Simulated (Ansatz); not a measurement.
Reactions of CH7AlN2, SMILES `[CH3][Al]([NH2])[NH2]`.

Program: Ansatz. Geometries: PBE0-D4/def2-TZVP. ΔE: electronic, gas phase. CCSD(T)/CBS is the MP2 limit (def2-TZVPP, def2-QZVPP) plus CCSD(T) − MP2 in def2-TZVPP, frozen cores. This one scheme is used for every species. For Se outer-core shells are correlated without core-valence functions, which leaves a few kJ/mol of doubt a bond. Scalar relativity is left out up to krypton. One conformer a species, not always the lowest.

Task: Order these by ΔE at CCSD(T)/CBS, lowest first. (Estimate.)
A. `[CH3][Al]([NH2])[NH2]` + H₂ → `[NH2][AlH][NH2]` + CH₄
B. `[CH3][Al]([NH2])[NH2]` + `FC(F)(F)S` → `CSC(F)(F)F` + `[NH2][AlH][NH2]`
C. `[CH3][Al]([NH2])[NH2]` + `ClB[SeH]` → `CB(Cl)[SeH]` + `[NH2][AlH][NH2]`
D. `[CH3][Al]([NH2])[NH2]` + `N=CO` → `N=[C](O)[Al]([NH2])[NH2]` + CH₄

Result: A (-24.9 kJ/mol), C (-8.2 kJ/mol), D (+3.8 kJ/mol), B (+39.3 kJ/mol).

Largest T1 diagnostic: 0.014, for `N=CO`.
